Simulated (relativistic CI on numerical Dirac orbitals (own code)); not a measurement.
# Slater and spin-orbit integrals, Yb48+

Computed by Dirac-Coulomb-Breit CI, separate exchange-only KLI orbitals for each configuration, QED by a radiative potential, unscaled Slater integrals (own radial code, finite nucleus).

Slater integrals F^k, G^k are unscaled and averaged over j, outside the closed core [Ne]; ζ comes from projecting the Hamiltonian with its Breit term on Σ l·s of the shell.

- 3s²3p⁶3d⁴: F^2(3d,3d) = 566250, F^4(3d,3d) = 365930, ζ(3d) = 180570 cm⁻¹; <r>(3d) = 0.1806, <r^2>(3d) = 0.03779 (bohr units).
- 3s²3p⁵3d⁵: ζ(3p) = 1.3472e+06, F^2(3d,3d) = 565400, F^4(3d,3d) = 365350, F^2(3p,3d) = 488360, G^1(3p,3d) = 517920, G^3(3p,3d) = 346440, ζ(3d) = 179050 cm⁻¹; <r>(3p) = 0.2024, <r^2>(3p) = 0.04746, <r>(3d) = 0.1809, <r^2>(3d) = 0.03789 (bohr units).
- 3s3p⁶3d⁵: F^2(3d,3d) = 565120, F^4(3d,3d) = 365160, G^2(3s,3d) = 396740, ζ(3d) = 179860 cm⁻¹; <r>(3s) = 0.2058, <r^2>(3s) = 0.04838, <r>(3d) = 0.181, <r^2>(3d) = 0.03793 (bohr units).

Give the Racah parameters of the d shell in 3s²3p⁶3d⁴.

B = F²/49 − 5F⁴/441 = 7407 cm⁻¹ and C = 35F⁴/441 = 29042 cm⁻¹.

Averages of the first 10 configurations, taken without configuration mixing, which lowers the lowest level and can move excited configurations by several eV; other configurations of the list can lie among them:

| Configuration | Parity | States | Average energy above the lowest level (eV) |
| --- | --- | --- | --- |
| 3s²3p⁶3d⁴ | even | 210 | 142.2 |
| 3s²3p⁵3d⁵ | odd | 1512 | 552.7 |
| 3s3p⁶3d⁵ | even | 504 | 928.8 |
| 3s²3p⁶3d³4s | even | 240 | 1804.7 |
| 3s²3p⁶3d³4p | odd | 720 | 1947.1 |
| 3s²3p⁶3d³4d | even | 1200 | 2108.4 |
| 3s²3p⁵3d⁴4s | odd | 2520 | 2205.4 |
| 3s²3p⁶3d³4f | odd | 1680 | 2234.8 |
| 3s3p⁶3d⁴4s | even | 840 | 2583.7 |
| 3p⁶3d⁵4p | odd | 1512 | 3512.2 |
